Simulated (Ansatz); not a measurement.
A short molecular-dynamics run on CH6ClGaSi, SMILES `ClC[SiH2][GaH2]`.

```yaml
crystal:
  periodic: [false, false, false]
  atoms:
    - {symbol: Cl, position_ang: [0.438799, 0.730817, 1.736632]}
    - {symbol: C, position_ang: [0.922235, -0.734563, 0.786276]}
    - {symbol: Si, position_ang: [-0.339945, -0.828099, -0.649694]}
    - {symbol: Ga, position_ang: [-0.827306, 1.535156, -0.576073]}
    - {symbol: H, position_ang: [0.925394, -1.568150, 1.486534]}
    - {symbol: H, position_ang: [1.939488, -0.546840, 0.444971]}
    - {symbol: H, position_ang: [0.328238, -1.459843, -1.823698]}
    - {symbol: H, position_ang: [-1.437296, -1.740389, -0.220173]}
    - {symbol: H, position_ang: [-2.205047, 2.078624, -0.057781]}
    - {symbol: H, position_ang: [0.255440, 2.533288, -1.126994]}
basis:
  gaussian: {orbitals: "6-31G*"}
hamiltonian: {xc: {name: PBE}}
md: {timestep: 2 fs, n_steps: 50, ensemble: nvt_nose_hoover, temperature: 300, initial_velocities: maxwell_boltzmann, seed: 835}
```

```sh
$ ansatz run in.yaml --threads 4 --pin off --events-out ev --progress --plain --max-ram 10444MiB
```

| step | time (fs) | potential energy (eV) | kinetic (eV) | T (K) | conserved (eV) |
| --- | --- | --- | --- | --- | --- |
| 0 | 0.0 | -73885.3619 | 0.3102 | 300 | -73885.0517 |
| 1 | 2.0 | -73885.3035 | 0.2609 | 252 | -73885.0425 |
| 2 | 4.0 | -73885.2009 | 0.1671 | 162 | -73885.0339 |
| 3 | 6.0 | -73885.1782 | 0.1372 | 133 | -73885.0412 |
| 4 | 8.0 | -73885.1612 | 0.1281 | 124 | -73885.0333 |
| 5 | 10.0 | -73885.2222 | 0.1754 | 170 | -73885.0472 |
| 6 | 12.0 | -73885.2207 | 0.1794 | 173 | -73885.0421 |
| 7 | 14.0 | -73885.1907 | 0.1563 | 151 | -73885.0355 |
| 8 | 16.0 | -73885.2235 | 0.1794 | 174 | -73885.0456 |
| 9 | 18.0 | -73885.1942 | 0.1588 | 154 | -73885.0374 |
| 10 | 20.0 | -73885.2027 | 0.1654 | 160 | -73885.0399 |
| 11 | 22.0 | -73885.2373 | 0.1970 | 190 | -73885.0435 |
| 12 | 24.0 | -73885.2241 | 0.1886 | 182 | -73885.0394 |
| 13 | 26.0 | -73885.2186 | 0.1812 | 175 | -73885.0422 |
| 14 | 28.0 | -73885.1882 | 0.1547 | 150 | -73885.0390 |
| 15 | 30.0 | -73885.1813 | 0.1475 | 143 | -73885.0401 |
| 16 | 32.0 | -73885.1826 | 0.1465 | 142 | -73885.0433 |
| 17 | 34.0 | -73885.1422 | 0.1143 | 111 | -73885.0358 |
| 18 | 36.0 | -73885.1578 | 0.1269 | 123 | -73885.0396 |
| 19 | 38.0 | -73885.1763 | 0.1427 | 138 | -73885.0432 |
| 20 | 40.0 | -73885.1687 | 0.1417 | 137 | -73885.0378 |
| 21 | 42.0 | -73885.1953 | 0.1685 | 163 | -73885.0387 |
| 22 | 44.0 | -73885.2337 | 0.2076 | 201 | -73885.0396 |
| 23 | 46.0 | -73885.2769 | 0.2496 | 241 | -73885.0428 |
| 24 | 48.0 | -73885.2682 | 0.2414 | 233 | -73885.0446 |
| 25 | 50.0 | -73885.2029 | 0.1888 | 183 | -73885.0337 |
| 26 | 52.0 | -73885.2105 | 0.1946 | 188 | -73885.0374 |
| 27 | 54.0 | -73885.2417 | 0.2221 | 215 | -73885.0431 |
| 28 | 56.0 | -73885.2261 | 0.2137 | 207 | -73885.0382 |
| 29 | 58.0 | -73885.2142 | 0.2015 | 195 | -73885.0406 |
| 30 | 60.0 | -73885.1872 | 0.1778 | 172 | -73885.0395 |
| 31 | 62.0 | -73885.1440 | 0.1384 | 134 | -73885.0374 |
| 32 | 64.0 | -73885.1116 | 0.1073 | 104 | -73885.0376 |
| 33 | 66.0 | -73885.1078 | 0.1098 | 106 | -73885.0325 |
| 34 | 68.0 | -73885.1806 | 0.1782 | 172 | -73885.0388 |
| 35 | 70.0 | -73885.2492 | 0.2437 | 236 | -73885.0447 |
| 36 | 72.0 | -73885.2273 | 0.2319 | 224 | -73885.0379 |
| 37 | 74.0 | -73885.1915 | 0.1969 | 190 | -73885.0400 |
| 38 | 76.0 | -73885.1469 | 0.1597 | 154 | -73885.0351 |
| 39 | 78.0 | -73885.1380 | 0.1520 | 147 | -73885.0361 |
| 40 | 80.0 | -73885.1610 | 0.1768 | 171 | -73885.0368 |
| 41 | 82.0 | -73885.1925 | 0.2088 | 202 | -73885.0392 |
| 42 | 84.0 | -73885.1996 | 0.2156 | 208 | -73885.0429 |
| 43 | 86.0 | -73885.1451 | 0.1724 | 167 | -73885.0346 |
| 44 | 88.0 | -73885.1289 | 0.1607 | 155 | -73885.0327 |
| 45 | 90.0 | -73885.1803 | 0.2069 | 200 | -73885.0409 |
| 46 | 92.0 | -73885.1869 | 0.2215 | 214 | -73885.0365 |
| 47 | 94.0 | -73885.1951 | 0.2289 | 221 | -73885.0409 |
| 48 | 96.0 | -73885.1792 | 0.2232 | 216 | -73885.0345 |
| 49 | 98.0 | -73885.1947 | 0.2422 | 234 | -73885.0348 |
| 50 | 100.0 | -73885.2404 | 0.2842 | 275 | -73885.0429 |

Velocities are drawn at the set temperature; a run this short doesn't reach equilibrium.

Frames (Å, forces in eV/Å):

```xyz
10
time=0.0 fs
Cl    0.439    0.731    1.737   -0.099    0.486    0.436
C     0.922   -0.735    0.786   -0.014   -0.122   -0.122
Si   -0.340   -0.828   -0.650   -0.139    0.101   -0.200
Ga   -0.827    1.535   -0.576   -0.033   -0.036   -0.066
H     0.925   -1.568    1.487    0.028   -0.323    0.222
H     1.939   -0.547    0.445    0.362    0.013   -0.133
H     0.328   -1.460   -1.824    0.107   -0.121   -0.203
H    -1.437   -1.740   -0.220   -0.182   -0.160    0.063
H    -2.205    2.079   -0.058   -0.149    0.057    0.058
H     0.255    2.533   -1.127    0.119    0.105   -0.056
10
time=6.0 fs
Cl    0.434    0.736    1.730    0.139    0.611    0.562
C     0.904   -0.696    0.803    0.765   -2.190   -0.481
Si   -0.335   -0.833   -0.661   -0.409   -0.395   -0.744
Ga   -0.822    1.529   -0.566   -0.005    0.625   -0.631
H     0.928   -1.613    1.442   -0.431    0.566    0.145
H     1.952   -0.682    0.445   -0.091    0.776    0.030
H     0.266   -1.484   -1.936   -0.087    0.307    0.676
H    -1.482   -1.754   -0.260    0.276    0.188    0.001
H    -2.200    2.124   -0.028    0.125   -0.077    0.042
H     0.192    2.582   -1.320   -0.284   -0.410    0.400
10
time=12.0 fs
Cl    0.431    0.748    1.728    0.019    0.673    0.394
C     0.903   -0.709    0.804    0.974   -0.703   -1.014
Si   -0.334   -0.840   -0.678   -0.622    0.769    0.532
Ga   -0.817    1.526   -0.558   -0.571    0.067   -0.357
H     0.815   -1.556    1.484    0.218   -0.251    0.292
H     1.973   -0.598    0.447   -0.869   -0.033    0.479
H     0.205   -1.439   -1.890    0.614   -0.370   -0.664
H    -1.463   -1.729   -0.289   -0.167   -0.196    0.205
H    -2.163    2.146    0.020    0.067   -0.120    0.097
H     0.060    2.521   -1.400    0.337    0.163    0.035
10
time=18.0 fs
Cl    0.428    0.766    1.730   -0.154    0.492    0.102
C     0.912   -0.747    0.789   -1.749   -0.196    0.713
Si   -0.340   -0.842   -0.693   -0.043   -0.180   -0.424
Ga   -0.814    1.524   -0.553   -0.345    0.036   -0.369
H     0.770   -1.519    1.567    0.565   -0.175   -0.411
H     1.909   -0.509    0.530    1.540   -0.303   -0.370
H     0.295   -1.466   -1.958   -0.156    0.220    0.609
H    -1.471   -1.749   -0.263    0.161    0.003   -0.032
H    -2.108    2.131    0.101   -0.136   -0.040    0.130
H     0.025    2.498   -1.458    0.314    0.144    0.051
10
time=24.0 fs
Cl    0.423    0.788    1.733    0.100   -0.279   -0.155
C     0.902   -0.784    0.781    1.526    0.642    0.562
Si   -0.347   -0.843   -0.711    0.063   -0.114    0.428
Ga   -0.813    1.521   -0.549   -0.060    0.529   -0.461
H     0.885   -1.568    1.567   -0.186    0.084   -0.354
H     2.013   -0.566    0.574   -1.394   -0.427   -0.146
H     0.365   -1.449   -1.885   -0.018   -0.074   -0.047
H    -1.441   -1.776   -0.244    0.083    0.008   -0.160
H    -2.084    2.097    0.218    0.085   -0.075   -0.131
H     0.086    2.515   -1.487   -0.198   -0.295    0.464
10
time=30.0 fs
Cl    0.420    0.808    1.735    0.590   -0.983   -0.338
C     0.911   -0.806    0.789   -1.138    0.614   -0.017
Si   -0.354   -0.846   -0.724    0.464    0.068    0.829
Ga   -0.813    1.521   -0.547   -0.335   -0.126    0.145
H     0.935   -1.629    1.497   -0.611   -0.213    0.579
H     1.940   -0.703    0.521    1.098    0.689   -0.522
H     0.436   -1.457   -1.827    0.035   -0.136   -0.328
H    -1.393   -1.811   -0.272   -0.268   -0.201   -0.091
H    -2.044    2.041    0.297   -0.065    0.016   -0.179
H     0.106    2.460   -1.385    0.230    0.273   -0.077
10
time=36.0 fs
Cl    0.422    0.819    1.733    0.661   -1.099   -0.400
C     0.910   -0.813    0.796   -0.299    0.163   -0.245
Si   -0.355   -0.850   -0.728    0.548   -0.827    0.130
Ga   -0.814    1.521   -0.545    0.049   -0.118    0.068
H     0.817   -1.671    1.523    0.252    0.898   -0.386
H     1.952   -0.679    0.392   -0.632    0.035    0.743
H     0.501   -1.497   -1.856   -0.504    0.362    0.430
H    -1.408   -1.889   -0.340    0.171    0.308   -0.178
H    -2.028    1.992    0.318   -0.282    0.141   -0.126
H     0.188    2.476   -1.289    0.036    0.137   -0.034
10
time=42.0 fs
Cl    0.431    0.820    1.728    0.349   -0.699   -0.314
C     0.889   -0.806    0.794   -0.526    1.773   -0.969
Si   -0.350   -0.861   -0.728   -0.048    0.337    0.743
Ga   -0.815    1.520   -0.543    0.228    0.307    0.046
H     0.754   -1.560    1.538    0.334   -0.838    0.732
H     1.916   -0.611    0.427   -0.159   -0.351    0.482
H     0.444   -1.448   -1.801    0.491   -0.234   -0.759
H    -1.394   -1.891   -0.455   -0.253   -0.059    0.161
H    -2.092    1.985    0.287    0.035    0.061   -0.311
H     0.276    2.535   -1.202   -0.450   -0.297    0.188
10
time=48.0 fs
Cl    0.443    0.813    1.719   -0.045   -0.145   -0.131
C     0.846   -0.768    0.786   -0.231   -0.461    1.658
Si   -0.344   -0.871   -0.723    0.220   -0.077   -0.795
Ga   -0.815    1.520   -0.540   -0.404   -0.282    0.272
H     0.809   -1.536    1.610   -0.191    0.299   -0.754
H     1.897   -0.630    0.572    0.577    0.009   -0.530
H     0.481   -1.430   -1.904   -0.258    0.263    0.474
H    -1.439   -1.892   -0.528    0.089    0.103    0.205
H    -2.157    2.000    0.159    0.004    0.015   -0.165
H     0.245    2.521   -1.068    0.238    0.276   -0.234
10
time=54.0 fs
Cl    0.455    0.805    1.709   -0.250    0.319    0.241
C     0.808   -0.730    0.808    2.100   -0.754    0.370
Si   -0.336   -0.880   -0.725   -0.244    0.558   -0.369
Ga   -0.817    1.519   -0.536   -0.149   -0.088   -0.163
H     0.804   -1.526    1.567   -0.494   -0.155    0.073
H     1.929   -0.670    0.592   -1.174    0.112   -0.325
H     0.469   -1.351   -1.905    0.053   -0.081    0.089
H    -1.465   -1.867   -0.532    0.194    0.060    0.146
H    -2.223    2.023   -0.028   -0.075    0.032    0.037
H     0.266    2.574   -0.994    0.040   -0.004   -0.101
10
time=60.0 fs
Cl    0.464    0.801    1.702   -0.258    0.691    0.570
C     0.806   -0.716    0.842   -1.112   -1.169   -0.545
Si   -0.331   -0.882   -0.730   -0.184    1.260    0.360
Ga   -0.819    1.518   -0.532   -0.129    0.420   -0.512
H     0.660   -1.550    1.535    0.253   -0.073    0.273
H     1.803   -0.666    0.479    1.403   -0.023   -0.107
H     0.484   -1.301   -1.891    0.251   -0.319   -0.256
H    -1.443   -1.834   -0.485   -0.156   -0.293    0.039
H    -2.302    2.053   -0.209    0.263   -0.081    0.090
H     0.301    2.628   -0.956   -0.331   -0.412    0.089
10
time=66.0 fs
Cl    0.472    0.802    1.699   -0.202    0.565    0.522
C     0.800   -0.734    0.858    0.333   -1.500   -0.914
Si   -0.328   -0.871   -0.733    0.003    0.264   -0.200
Ga   -0.823    1.518   -0.531   -0.589   -0.206   -0.482
H     0.584   -1.583    1.569    0.740    0.712   -0.450
H     1.840   -0.686    0.421   -0.540   -0.265    0.986
H     0.556   -1.343   -1.926   -0.499    0.069    0.669
H    -1.441   -1.871   -0.430    0.319    0.173   -0.218
H    -2.308    2.059   -0.359    0.037   -0.061    0.234
H     0.254    2.571   -0.899    0.399    0.252   -0.146
10
time=72.0 fs
Cl    0.477    0.809    1.702   -0.163    0.073    0.240
C     0.794   -0.782    0.844    0.571    0.603   -0.758
Si   -0.326   -0.854   -0.736   -0.214    0.509    0.876
Ga   -0.829    1.518   -0.533    0.081    0.084   -0.582
H     0.689   -1.537    1.584   -0.477   -1.003    0.946
H     1.864   -0.774    0.605    0.176    0.189   -0.203
H     0.511   -1.387   -1.803    0.465   -0.301   -0.711
H    -1.366   -1.876   -0.436   -0.275   -0.132   -0.040
H    -2.303    2.047   -0.433   -0.184    0.032    0.280
H     0.308    2.567   -0.879    0.021   -0.055   -0.048
10
time=78.0 fs
Cl    0.481    0.817    1.707   -0.163   -0.319   -0.022
C     0.805   -0.834    0.828    0.574   -0.380    2.060
Si   -0.324   -0.833   -0.732    0.500   -0.941   -0.291
Ga   -0.835    1.518   -0.537    0.215    0.595   -0.485
H     0.694   -1.591    1.680   -0.496    0.621   -1.061
H     1.902   -0.815    0.735    0.011    0.167   -0.668
H     0.550   -1.489   -1.823   -0.329    0.437    0.251
H    -1.356   -1.903   -0.462   -0.103    0.201   -0.003
H    -2.341    2.039   -0.415    0.218   -0.073    0.199
H     0.373    2.550   -0.879   -0.427   -0.308    0.019
10
time=84.0 fs
Cl    0.483    0.821    1.712   -0.001   -0.679   -0.106
C     0.832   -0.885    0.851    0.313    1.693   -0.412
Si   -0.318   -0.822   -0.730    0.233   -0.841    0.097
Ga   -0.841    1.521   -0.544   -0.293   -0.216   -0.112
H     0.528   -1.592    1.608    0.172   -0.548    0.473
H     1.939   -0.810    0.673   -0.797   -0.394    0.184
H     0.519   -1.476   -1.808   -0.048    0.254   -0.084
H    -1.387   -1.874   -0.488    0.041    0.246    0.051
H    -2.323    2.011   -0.326    0.017    0.018    0.149
H     0.331    2.458   -0.881    0.362    0.466   -0.239
10
time=90.0 fs
Cl    0.486    0.820    1.716    0.317   -1.066   -0.173
C     0.850   -0.900    0.876   -2.386    0.984   -0.247
Si   -0.308   -0.819   -0.725    0.209    0.120    0.498
Ga   -0.847    1.523   -0.551    0.443    0.060   -0.161
H     0.451   -1.659    1.573    0.644    0.210    0.131
H     1.890   -0.906    0.636    1.067   -0.124    0.234
H     0.482   -1.387   -1.839    0.259   -0.122   -0.414
H    -1.422   -1.777   -0.496   -0.220   -0.242    0.102
H    -2.297    1.990   -0.183   -0.086    0.120    0.085
H     0.360    2.482   -0.952   -0.247    0.060   -0.054
10
time=96.0 fs
Cl    0.492    0.807    1.719    0.438   -1.064   -0.153
C     0.827   -0.885    0.889    0.270   -0.601    0.269
Si   -0.296   -0.817   -0.716    0.082   -0.419   -0.457
Ga   -0.852    1.525   -0.560    0.303    0.418    0.000
H     0.545   -1.705    1.620   -0.009    0.974   -0.404
H     1.937   -1.034    0.712   -0.899    0.692    0.147
H     0.501   -1.318   -1.963   -0.418    0.143    0.755
H    -1.499   -1.731   -0.478    0.434    0.064   -0.099
H    -2.283    2.002   -0.012    0.293   -0.023   -0.146
H     0.324    2.540   -1.046   -0.494   -0.185    0.089
10
time=100.0 fs
Cl    0.498    0.793    1.720    0.319   -0.615   -0.075
C     0.811   -0.873    0.894   -0.771   -0.338    0.780
Si   -0.286   -0.817   -0.712   -0.424    0.225    0.281
Ga   -0.854    1.528   -0.566   -0.106   -0.054    0.290
H     0.584   -1.654    1.665   -0.514    0.507   -0.364
H     1.874   -1.013    0.791    0.914    0.520   -0.472
H     0.450   -1.250   -1.931    0.203   -0.285   -0.087
H    -1.487   -1.698   -0.479    0.180   -0.167   -0.068
H    -2.228    2.010    0.082    0.110   -0.035   -0.144
H     0.208    2.549   -1.097    0.088    0.242   -0.141
```

It took 30 s on 4 threads of an Intel Xeon 6975P-C on a shared host, with 0.46 GiB of host memory at the peak.
